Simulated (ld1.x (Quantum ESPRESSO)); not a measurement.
## germanium: one change to a TM potential, before and after

* Element: Ge (Z = 32)
* Generator: ld1.x (Quantum ESPRESSO) 7.5
* Type: norm-conserving Troullier–Martins (Kleinman–Bylander form)
* Functional: LDA (PZ)
* Relativity: scalar-relativistic
* Frozen core: [Ar]
* Valence charge: 14
* Reference configuration: 3d10 4s1.5 4p2.5
* Partial waves: 4s (bound): rc 1.70 bohr; 3d (bound): rc 0.85 bohr; 4p (bound): rc 1.45 bohr
* Local potential: the p channel
* Core correction: a·sin(br)/r model core inside 0.65 bohr

Change: core correction none.

Cutoffs: the cutoffs (Ry, on a coarse ladder) from which the occupation-weighted sum of valence levels, in a spherical-Bessel basis at the reference potential, stays within 10 and 1 mRy of its value at 400 Ry; they do not see the model core or the augmentation charge, which bear on the density cutoff. Errors are all-electron minus pseudo energies relative to the spin-unpolarised reference configuration.

Q: What does the change do?

A: Both files keep a bound ghost (s); the number of tests with a reliable result goes from 9 to 8; of the 8 tests that both files solve, the error grows in 5 and shrinks in 1 by more than 15 % and 0.3 meV (median size 0.6 → 1.8 meV).

| quantity | base | changed |
| --- | --- | --- |
| cutoff, loose | 300 Ry | 300 Ry |
| cutoff, tight | over 300 Ry | over 300 Ry |
| bound ghosts | s | s |
| tests with a reliable result | 9 of 9 | 8 of 9 |
| error for 3d10 4s2 4p2, meV [ΔE -3.99 eV] | +0.3 | +0.7 |
| error for 3d10 4s2 4p1, meV [ΔE 3.65 eV] | +0.1 | +0.4 |
| error for 3d10 4s2 4p1.5, meV [ΔE -1.10 eV] | 0.0 | +0.3 |
| error for 3d10 4s1 4p2, meV [ΔE 12.43 eV] | +1.1 | +2.8 |
| error for 3d9 4s2 4p2, meV [ΔE 34.96 eV] | -908 | -839 |
| error for 3d10 4s1 4p3, meV [ΔE 4.06 eV] | -0.5 | 0.0 |
| error for 3d10 4s1.5 4p2.5 (spin-polarised), meV [ΔE -1.35 eV] | +1.1 | +21 |
| error for 3d10 4s2 4p2 (spin-polarised), meV [ΔE -4.55 eV] | +0.8 | +6.4 |
| s: phases at 1.85 bohr within 0.05 rad from the reference energy up to (Ry; the scan ends near 5) | to the end of the scan | to the end of the scan |
| p: phases at 1.85 bohr within 0.05 rad from the reference energy up to (Ry; the scan ends near 5) | 2.2 | 2.2 |
| d: phases at 1.85 bohr within 0.05 rad from the reference energy up to (Ry; the scan ends near 5) | -0.2 | -0.2 |

 A true bound ghost makes a file unfit for plane-wave use even where its test errors are small: the radial tests pick states by their node count and pass the ghost by.
